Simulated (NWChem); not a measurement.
# Si2H4OF2; SMILES [SiH]([SiH2]O)(F)F

```xyz
9

O      0.5606     2.3686     0.1839
Si    -0.6355     1.2690    -0.2020
Si     0.0686    -0.8894     0.3970
F     -0.9782    -1.9897    -0.1712
F      1.4880    -1.1541    -0.3487
H      1.3970     2.2790    -0.2832
H     -0.9687     1.2636    -1.6621
H     -1.8399     1.6603     0.5799
H      0.2747    -1.1718     1.8430
```
Atoms are numbered in this order, from 1.

Program: NWChem. Medium grid unless said otherwise, to which SCAN and Minnesota functionals are sensitive. The geometry was optimised at PBE0/def2-SVP. B3LYP is NWChem's, with the RPA form of VWN correlation. Total energies of different functionals are on different scales.

```csv
level,energy (Ha),highest occupied level (eV),orbital gap (eV),dipole (D)
PBE/def2-TZVP,-856.0393,-6.84,4.92,1.16
B3LYP/def2-TZVP,-856.6598,-8.00,6.72,1.15
PBE0/def2-TZVP,-856.0960,-8.18,7.11,1.16
"LDA (Slater exchange, VWN5)/def2-TZVP",-852.4852,[?],[?],1.18
r2SCAN/def2-TZVP,-856.4438,-7.16,5.55,1.16
Hartree-Fock/def2-TZVP,-854.2592,-11.35,13.45,1.14
```

### Question
Fill in the missing entries.

### Answer

- LDA (Slater exchange, VWN5)/def2-TZVP, highest occupied level (eV): -6.95
- LDA (Slater exchange, VWN5)/def2-TZVP, orbital gap (eV): 4.76
